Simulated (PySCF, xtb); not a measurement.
Te(H)(SeH) (H₂SeTe), SMILES [SeH][TeH].

GFN2-xTB (xtb 6.7.1) at its own geometry gives an orbital gap of 3.73 eV and a dipole moment of 2.03 D.

Geometry: PBE-D3(BJ)/def2-TZVP. The def2 effective core potentials stand for the cores of Te; spin–orbit coupling is left out.

Q: What does PySCF with PBE/def2-TZVPD give? (An estimate is asked for; the answer gives what the named calculation found.)

A: gap 2.76 eV (levels -5.65 and -2.89 eV), dipole 0.67 D.
